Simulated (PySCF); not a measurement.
SbF2Cl, SMILES [F][Sb]([F])[Cl]. Atoms are numbered in the order given.

```xyz
4

Sb    -0.3427     0.3619     0.0000
F     -0.8823    -0.8308     1.4215
F     -0.8823    -0.8308    -1.4215
Cl     1.9621    -0.2060     0.0000
```
Charge 0, spin multiplicity 1.

The structure is a stationary point at B3LYP-D3(BJ)/def2-SVP. The def2 effective core potentials stand for the cores of Sb; spin–orbit coupling is left out.

Level of theory: PBE0/def2-TZVPD (PySCF).

The molecule is in vacuum.

Problem. Estimate the frontier levels, gap, dipole moment and polarisability. (Estimate from the structure and the level; the computed values follow.)

Solution. 
```
Property                                                                                                       Result
---------------------------------------------------------------------------------------------  ----------------------
highest occupied level                                                                                       -9.32 eV
lowest empty level                                                                                           -2.12 eV
orbital gap                                                                                                   7.20 eV
dipole moment                                                                                                  3.56 D
quadrupole, principal values (traceless, Buckingham form, about the centre of nuclear charge)  -2.87, -2.70, 5.56 D·Å
mean static polarisability                                                                       53.9 bohr³ (7.98 Å³)
polarisability, principal values                                                               45.8, 48.5, 67.3 bohr³
```
